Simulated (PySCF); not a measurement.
**Removing an electron from `[SiH2]1P[SiH2]P1`**

Species: H6P2Si2.
Atom-mapped SMILES: `[SiH2:1]1[PH:2][SiH2:3][PH:4]1` (hydrogens: H5, H6 on Si1; H7 on P2; H8, H9 on Si3; H10 on P4)

Geometry (PBE0-D3(BJ)/def2-SVP, Å), atoms numbered from 1 in this order:
```xyz
10
H6P2Si2 angstrom
Si    -1.3650    0.1169   -0.4214
P      0.5481    0.0759   -1.6776
Si     1.3029    0.4831    0.4434
P     -0.4913   -0.2392    1.6632
H     -1.9374    1.4952   -0.4706
H     -2.4081   -0.8696   -0.8353
H      0.6616   -1.3354   -1.4473
H      2.6068   -0.1611    0.7861
H      1.4202    1.9616    0.6202
H     -0.1953   -1.5948    1.2988
```

Level: PBE0/def2-SVPD (PySCF). Frontier orbitals with their largest atomic shares (Löwdin; up to four atoms above 4 %):

| orbital | ε (eV) | main atoms |
| --- | --- | --- |
| HOMO−3 | -8.96 | P2 23 %, P4 23 %, Si1 11 %, Si3 11 % |
| HOMO−2 | -8.74 | P4 27 %, P2 27 %, Si1 18 %, Si3 18 % |
| HOMO−1 | -7.99 | Si3 19 %, Si1 19 %, P2 19 %, P4 19 % |
| HOMO | -6.83 | ? |
| LUMO | -0.73 | P2 23 %, P4 23 %, Si3 19 %, Si1 19 % |
| LUMO+1 | -0.52 | Si1 23 %, Si3 22 %, P2 15 %, P4 14 % |
| LUMO+2 | -0.51 | Si1 18 %, Si3 18 %, P4 13 %, P2 12 % |

Question: What vertical ionisation energy does ΔSCF give, and how far is −ε(HOMO) from it?

Answer: ΔSCF: 8.61 eV (831 kJ/mol; threshold wavelength 144 nm); ⟨S²⟩ of the doublet left behind is 0.764, against 0.75 for a pure doublet. −ε(HOMO) is 6.83 eV, 1.78 eV below it. For the exact functional −ε(HOMO) would equal the first vertical ionisation energy; PBE0 (global hybrid, 25 % exact exchange) falls short of its own ΔSCF value by 21 %.

Question: On which atoms does the HOMO lie?

Answer: P2 (three-coordinate phosphorus) 40 %, P4 (three-coordinate phosphorus) 40 %, Si3 (SiH2 silicon) 6 %, Si1 (SiH2 silicon) 6 %. The HOMO−1 lies 1.16 eV lower.

Question: Shift the occupied levels rigidly so that −ε(HOMO) equals the ΔSCF value. What binding energies result?

Answer: The shift is +1.78 eV: HOMO 8.61, HOMO−1 9.77, HOMO−2 10.52, HOMO−3 10.74 eV. A rigid shift is only a rough guide to the deeper ionisations.

Question: What kinetic energy would electrons from this vertical process carry with Lyman-α light (10.199 eV)?

Answer: 10.20 − 8.61 = 1.59 eV.

Question: With α = 107.7 au, estimate the like-pair dispersion coefficient by London's formula C6 = (3/4)α²I.

Answer: I = 0.3165 Eh, so C6 ≈ 2760 au, a rough estimate.

Question: How many of the 10 lowest singlet excitations (vertical TDDFT, same level) lie below the ionisation energy?

Answer: All 10; they run from 4.92 to 6.61 eV.

Isolated species at its PBE0-D3(BJ)/def2-SVP geometry, gas phase.
